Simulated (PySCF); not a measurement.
A PySCF script (with the pyscf-properties extension) for the NMR shieldings of SMILES C(C[C@@H](CB)C=C)(F)(F)F, C$_{6}$H$_{10}$BF$_{3}$, on a GFN2-xTB geometry:

```python
import basis_set_exchange as bse
import numpy as np
from pyscf import gto, dft
from pyscf.prop import nmr

atoms = """
B    -2.465924   -0.467220   -1.227584
C    -0.990009   -0.961111   -1.023429
C    -0.036803   -0.000517   -0.292655
C    -0.499193    0.199778    1.120589
C    -0.924652    1.348746    1.607905
C     1.392692   -0.568155   -0.316046
C     2.401696    0.374535    0.306695
F     2.316657    1.623732   -0.173920
F     2.292343    0.467998    1.639127
F     3.664188   -0.031778    0.066758
H    -2.786293    0.620164   -0.950962
H    -3.243062   -1.204592   -1.694164
H    -0.983121   -1.925235   -0.506102
H    -0.579502   -1.176570   -2.016638
H    -0.037731    0.962836   -0.810816
H    -0.477326   -0.686315    1.742093
H    -0.949328    2.244050    1.008988
H    -1.260055    1.444526    2.625872
H     1.445402   -1.509186    0.236042
H     1.714873   -0.745008   -1.344787
"""
names = dict.fromkeys(["B", "C", "F", "H"], "pcSseg-1")
basis = {el: gto.basis.parse(bse.get_basis(n, elements=[el], fmt="nwchem")) for el, n in names.items()}
mol = gto.M(atom=atoms, basis=basis, charge=0, verbose=0)
mf = dft.RKS(mol, xc="PBE0")
mf.grids.level = 2
mf.grids.alignment = dft.numint.BLKSIZE   # the property module wants whole blocks of grid points
mf.conv_tol = 1e-9
mf.kernel()

calc = nmr.RKS(mf)   # GIAO
C = mf.mo_coeff
Co = C[:, mf.mo_occ > 0]
resp = mf.gen_response(singlet=True, hermi=2)
def vind(x):   # induced exchange potential for any number of trial vectors
    d = np.einsum("pi,xij,qj->xpq", C, 2 * x.reshape(-1, C.shape[1], Co.shape[1]), Co, optimize=True)
    return np.einsum("xpq,pi,qj->xij", resp(d - d.transpose(0, 2, 1)), C, Co, optimize=True).ravel()
mo1, _ = nmr.rhf.solve_mo1(calc, with_cphf=vind)
sigma = calc.kernel(mo1)
for i, s in enumerate(sigma):   # ppm
    print("%2d %-2s %9.2f" % (i, mol.atom_pure_symbol(i), np.trace(s) / 3))
```

Q: Give the expected output.

A: 
```
 0 B       8.68
 1 C     145.24
 2 C     142.93
 3 C      36.22
 4 C      62.34
 5 C     140.25
 6 C      51.67
 7 F     259.29
 8 F     246.54
 9 F     244.65
10 H      23.58
11 H      23.68
12 H      29.93
13 H      30.28
14 H      28.95
15 H      26.08
16 H      26.01
17 H      26.28
18 H      29.71
19 H      29.53
```

These numbers come from an equivalent density-fitted implementation of the same equations, which agrees with the script to about 0.01 ppm for H and up to a few tenths of a ppm for heavy atoms, so last digits may differ.

Size and cost of the density-fitted run: 220 basis functions, 85 s wall time on 1 thread of an Arm Neoverse N1, shared host; peak memory 0.98 GiB.
